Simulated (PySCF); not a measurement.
Cl5OSi2, SMILES Cl[Si](O[Si](Cl)(Cl)Cl)Cl, doublet, PBE0/def2-SVP optimised geometry.

```
8

Cl     1.71     0.57    -2.09
Si     1.67    -0.42    -0.28
Cl     2.19     0.88     1.24
O      0.14    -0.96     0.00
Si    -1.50    -0.96     0.00
Cl    -2.15    -1.92     1.67
Cl    -2.17    -1.93    -1.66
Cl    -2.19     0.96     0.00
```

Density from unrestricted PBE0/def2-TZVP in PySCF 2.14.0 at that geometry.

Minimum of the electron density along straight lines between bonded atoms, close to the bond critical point (lines longer than 1.1 times the sum of covalent radii, or with two minima, are not listed):

| bond | length / Å | ρ at the minimum / e bohr⁻³ | ∇²ρ there / e bohr⁻⁵ | position (fraction from the first atom) |
|---|---|---|---|---|
| Cl1–Si2 | 2.062 | 0.100 | 0.20 | 0.64 |
| Si2–Cl3 | 2.060 | 0.101 | 0.20 | 0.36 |
| Si2–O4 | 1.649 | 0.131 | 0.81 | 0.41 |
| O4–Si5 | 1.633 | 0.138 | 0.87 | 0.59 |
| Si5–Cl6 | 2.034 | 0.107 | 0.22 | 0.36 |
| Si5–Cl7 | 2.035 | 0.106 | 0.23 | 0.36 |
| Si5–Cl8 | 2.037 | 0.106 | 0.23 | 0.36 |
